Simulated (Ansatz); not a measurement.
```yaml
crystal:
  periodic: [false, false, false]
  atoms:
    - {symbol: B, position_ang: [0.155231, -0.970115, -1.894636]}
    - {symbol: N, position_ang: [-0.170464, -0.588457, -0.643077]}
    - {symbol: Si, position_ang: [-0.569882, -1.836545, 0.419206]}
    - {symbol: C, position_ang: [0.888905, -2.696665, 0.992403]}
    - {symbol: Si, position_ang: [-0.151026, 1.024097, -0.111770]}
    - {symbol: C, position_ang: [0.582198, 2.083540, -1.353727]}
    - {symbol: C, position_ang: [-1.836295, 1.541312, 0.219251]}
    - {symbol: C, position_ang: [0.823675, 1.097630, 1.395763]}
    - {symbol: H, position_ang: [0.470165, -0.203990, -2.693090]}
    - {symbol: H, position_ang: [0.121005, -2.092581, -2.170521]}
    - {symbol: H, position_ang: [-1.253587, -1.257608, 1.534900]}
    - {symbol: H, position_ang: [-1.462045, -2.740263, -0.228517]}
    - {symbol: H, position_ang: [0.680292, -3.467397, 1.705989]}
    - {symbol: H, position_ang: [0.630292, -3.467397, 1.655989]}
    - {symbol: H, position_ang: [1.537880, -2.039383, 1.489369]}
    - {symbol: H, position_ang: [0.022944, 2.095578, -2.239972]}
    - {symbol: H, position_ang: [0.624060, 3.065778, -0.983993]}
    - {symbol: H, position_ang: [1.558652, 1.785471, -1.592697]}
    - {symbol: H, position_ang: [-2.417191, 1.494613, -0.653444]}
    - {symbol: H, position_ang: [-2.289992, 0.932456, 0.942903]}
    - {symbol: H, position_ang: [-1.860097, 2.530328, 0.570666]}
    - {symbol: H, position_ang: [1.811083, 0.788160, 1.220331]}
    - {symbol: H, position_ang: [0.856380, 2.080869, 1.762359]}
    - {symbol: H, position_ang: [0.421189, 0.492705, 2.152845]}
basis:
  gaussian: {orbitals: aug-cc-pVTZ, nuclear_model: gaussian}
hamiltonian: {xc: {name: revPBE}, dispersion: d3bj}
output: {forces: true}
```

```sh
$ ansatz run in.yaml --threads 5 --pin off --events-out ev --progress --plain --max-ram 66560MiB --backend cuda --devices 0, --max-vram 37GiB
```

Shortened log:

```
Functional definition: revPBE
2916 factors; their error is unknown
mean field evaluation 1: about -22125.0468 eV, gradient 1.4e2 eV
mean field evaluation 2: about -22034.2382 eV, gradient 2.1e2 eV
mean field evaluation 4: about -22163.3219 eV, gradient 2.6e1 eV
mean field evaluation 8: about -22164.7286 eV, gradient 4.7e-1 eV
mean field evaluation 16: about -22164.5380 eV, gradient 1.2e-2 eV
a density is far from that of the atoms, so the factors are made again for it
4138 factors; integrals over basis functions are off by at most 9.7e-4 eV
mean field -22164.53792632 eV, -814.5317451290 hartree, gradient 2.2e-5 eV, S^2 0.000000; 0 other end points of the search recorded, 1 dependent functions left out
reference -22164.53805292 eV, -814.5317497813 hartree; 40, 40 occupied and 703, 703 virtual orbitals, 4138 factors
Total energy: -22166.26339827 eV, -814.5951550534 hartree
Atom 0 at     0.155231    -0.970115    -1.894636 Å, force     0.547408    -0.775547    -1.935374 eV/Å
Atom 1 at    -0.170464    -0.588457    -0.643077 Å, force     0.056070     0.181898     0.880105 eV/Å
Atom 2 at    -0.569882    -1.836545     0.419206 Å, force    -0.895843    -1.269355     0.784825 eV/Å
Atom 3 at     0.888905    -2.696665     0.992403 Å, force     1.599964     2.314599    -4.321057 eV/Å
Atom 4 at    -0.151026     1.024097    -0.111770 Å, force    -0.004926     0.677815     0.215349 eV/Å
Atom 5 at     0.582198     2.083540    -1.353727 Å, force     0.055768     0.082160    -0.096297 eV/Å
Atom 6 at    -1.836295     1.541312     0.219251 Å, force    -0.131948     0.043337     0.047591 eV/Å
Atom 7 at     0.823675     1.097630     1.395763 Å, force     0.062612    -0.029606     0.119311 eV/Å
Atom 8 at     0.470165    -0.203990    -2.693090 Å, force     0.359633     0.897584    -1.000069 eV/Å
Atom 9 at     0.121005    -2.092581    -2.170521 Å, force    -0.048490    -1.272295    -0.397620 eV/Å
Atom 10 at    -1.253587    -1.257608     1.534900 Å, force    -0.982114     0.771522     1.035802 eV/Å
Atom 11 at    -1.462045    -2.740263    -0.228517 Å, force    -0.997128    -0.960794    -0.579121 eV/Å
Atom 12 at     0.680292    -3.467397     1.705989 Å, force  2013.516703    -2.155408  2015.008964 eV/Å
Atom 13 at     0.630292    -3.467397     1.655989 Å, force -2014.432468    -0.901876 -2011.733345 eV/Å
Atom 14 at     1.537880    -2.039383     1.489369 Å, force     1.240238     0.357332     1.304065 eV/Å
Atom 15 at     0.022944     2.095578    -2.239972 Å, force    -0.964202     0.045319    -1.585050 eV/Å
Atom 16 at     0.624060     3.065778    -0.983993 Å, force     0.081046     1.737886     0.631999 eV/Å
Atom 17 at     1.558652     1.785471    -1.592697 Å, force     1.732359    -0.503280    -0.451098 eV/Å
Atom 18 at    -2.417191     1.494613    -0.653444 Å, force    -1.055454    -0.071527    -1.537917 eV/Å
Atom 19 at    -2.289992     0.932456     0.942903 Å, force    -0.816095    -1.058797     1.267381 eV/Å
Atom 20 at    -1.860097     2.530328     0.570666 Å, force    -0.070449     1.751352     0.612731 eV/Å
Atom 21 at     1.811083     0.788160     1.220331 Å, force     1.761866    -0.535241    -0.286745 eV/Å
Atom 22 at     0.856380     2.080869     1.762359 Å, force     0.077080     1.725419     0.666539 eV/Å
Atom 23 at     0.421189     0.492705     2.152845 Å, force    -0.691629    -1.052499     1.349033 eV/Å
Dipole moment:    -0.027844     0.114993     0.576946 e Å
```

In this input one atom was put on top of another. The run converged. The result belongs to that input, not to the molecule as meant.
